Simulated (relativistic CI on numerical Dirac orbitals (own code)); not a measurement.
**Slater and spin-orbit integrals, Yb53+**

Computed by Dirac-Coulomb-Breit CI, separate exchange-only KLI orbitals for each configuration, QED by a radiative potential, unscaled Slater integrals (own radial code, finite nucleus).

Slater integrals F^k, G^k are unscaled and averaged over j, outside the closed core [Ne]; ζ comes from projecting the Hamiltonian with its Breit term on Σ l·s of the shell.

- 3s2 3p5: ζ(3p) = 1.4378e+06 cm⁻¹; <r>(3p) = 0.1964, <r^2>(3p) = 0.04465 (bohr units).
- 3s2 3p4 3d: F^2(3p,3p) = 498200, ζ(3p) = 1.4367e+06, F^2(3p,3d) = 502790, G^1(3p,3d) = 522990, G^3(3p,3d) = 353040, ζ(3d) = 195960 cm⁻¹; <r>(3p) = 0.1965, <r^2>(3p) = 0.04471, <r>(3d) = 0.1742, <r^2>(3d) = 0.035 (bohr units).
- 3s 3p5 3d: G^1(3s,3p) = 632720, ζ(3p) = 1.4364e+06, G^2(3s,3d) = 398950, F^2(3p,3d) = 502560, G^1(3p,3d) = 522880, G^3(3p,3d) = 352930, ζ(3d) = 196780 cm⁻¹; <r>(3s) = 0.2008, <r^2>(3s) = 0.04605, <r>(3p) = 0.1966, <r^2>(3p) = 0.04475, <r>(3d) = 0.1743, <r^2>(3d) = 0.03504 (bohr units).

Averages of the first 10 configurations, taken without configuration mixing, which lowers the lowest level and can move excited configurations by several eV; other configurations of the list can lie among them:

```json
{"Configuration": "3s2 3p5", "Parity": "odd", "States": "6", "Average energy above the lowest level (eV)": "98.2"}
{"Configuration": "3s 3p6", "Parity": "even", "States": "2", "Average energy above the lowest level (eV)": "474.2"}
{"Configuration": "3s2 3p4 3d", "Parity": "even", "States": "150", "Average energy above the lowest level (eV)": "455.9"}
{"Configuration": "3s 3p5 3d", "Parity": "odd", "States": "120", "Average energy above the lowest level (eV)": "822.6"}
{"Configuration": "3p6 3d", "Parity": "even", "States": "10", "Average energy above the lowest level (eV)": "1211.1"}
{"Configuration": "3s 3p4 3d2", "Parity": "even", "States": "1350", "Average energy above the lowest level (eV)": "1179.4"}
{"Configuration": "3s2 3p3 3d 4p", "Parity": "even", "States": "1200", "Average energy above the lowest level (eV)": "2868.4"}
{"Configuration": "3p6 4s", "Parity": "even", "States": "2", "Average energy above the lowest level (eV)": "3128.0"}
{"Configuration": "3s 3p4 3d 4s", "Parity": "even", "States": "600", "Average energy above the lowest level (eV)": "3083.7"}
{"Configuration": "3s2 3p4 4s", "Parity": "even", "States": "30", "Average energy above the lowest level (eV)": "2368.9"}
```
